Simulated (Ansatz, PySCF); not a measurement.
Another site gives an ion 65244.94 eV lower (`O[SiH2]Br`) at the level CAM-B3LYP-D3(BJ)/def2-TZVPD (PySCF).

A geometry relaxed with CAM-B3LYP-D3(BJ)/def2-TZVPD run with Ansatz (a program for electronic structure), charge 0, multiplicity 1:

```xyz
10

O      1.5651     0.2228     1.0249
O     -1.4289     0.6035     0.9944
H     -0.7083     0.7671     1.6132
H     -2.8274     0.0034    -0.8851
H      1.2909    -1.7392    -0.6425
H      2.5049     0.1741     1.2069
Si     0.9600    -0.3078    -0.4336
B     -1.0097     0.0575    -0.1810
O     -1.9249    -0.2226    -1.1419
H      1.5784     0.4412    -1.5554
```

**Question.** Write the SMILES of this molecule.

**Answer.** `O[SiH2]B(O)O`
